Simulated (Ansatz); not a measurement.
Reaction (formal exchange of groups at the Sn–Cl bond): `[Cl][SnH]([Cl])[Cl]` + acetylene → `C#[C][SnH]([Cl])[Cl]` + HCl

Gas-phase electronic energies from Ansatz, PBE0-D4/def2-TZVP geometries. CCSD(T)/CBS adds triple-zeta CCSD(T) − MP2 to the extrapolated MP2 energy (def2 sets, frozen cores). This one scheme is used for every species. DFT in def2-TZVPP. HSE06 is defined as in plane-wave codes. Elements past krypton have def2 core potentials. For Sn outer-core shells are correlated without core-valence functions, which leaves a few kJ/mol of doubt a bond.

```json
{"level": "PBE-QIDH", "ΔE (kcal/mol)": "16.5"}
{"level": "PBE0", "ΔE (kcal/mol)": "18.0"}
{"level": "HSE06", "ΔE (kcal/mol)": "18.1"}
{"level": "SCS-MP2/def2-QZVPP", "ΔE (kcal/mol)": "16.0"}
```

Question: What does CCSD(T)/CBS give? (Estimate.)

Answer: Computed: +16.8 kcal/mol. The listed levels differ from it by -0.3, 1.2, 1.3, -0.8 kcal/mol.

Largest T1 diagnostic among the species: 0.013.

In def2-TZVPP, CCSD(T) changes the Hartree–Fock value by −4.6 kcal/mol (the triples alone add −0.4 kcal/mol) and MP2 by −4.5 kcal/mol. Leaving LDA and LC-ωPBE aside and taking each functional with its dispersion term where it has one, the values, not all of them listed here, spread over 2.3 kcal/mol, from PBE-QIDH to B97M-V.
